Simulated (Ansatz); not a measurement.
Species: C₄H₄NS, net charge 0, doublet state. It need not be the lowest isomer of its formula. SMILES: Nc1c[c]sc1
Structure (B3LYP-D3(BJ)/def2-TZVP (Ansatz, a program for electronic structure) minimum search):
```
C
C 1 1.3700
H 2 1.0781 1 128.19
N 1 1.3962 2 125.68 3 2.91
H 4 1.0089 1 114.30 2 -18.17
H 4 1.0090 5 111.03 1 130.94
C 1 1.4427 2 112.56 3 178.95
C 7 1.3481 1 109.68 2 -0.38
H 7 1.0802 8 126.09 1 178.74
S 8 1.6950 7 116.27 9 178.97
```
Charge 0, spin multiplicity 2.

Parts of the frozen-core correlation energy in cc-pwCVTZ (Ansatz, hartree). Frozen orbitals: 10; correlated occupied orbitals by spin: 16 and 15; virtual: 304 and 305. UHF or UKS for open shells. Spin-orbit coupling is left out. No relativistic terms.

| term | value |
|---|---|
| reference (HF) | -605.78268 |
| MP2 opposite-spin | [?] |
| MP2 same-spin | [?] |
| CCSD correlation | -1.01663 |
| (T) | [?] |
| T1 diagnostic | 0.037 |
| largest doubles amplitude | 0.057 |
| <S^2> of the reference | 1.096 |

### Question
What belongs in the gaps?

### Answer

- MP2 opposite-spin, value: -0.72081
- MP2 same-spin, value: -0.25175
- (T), value: -0.05581
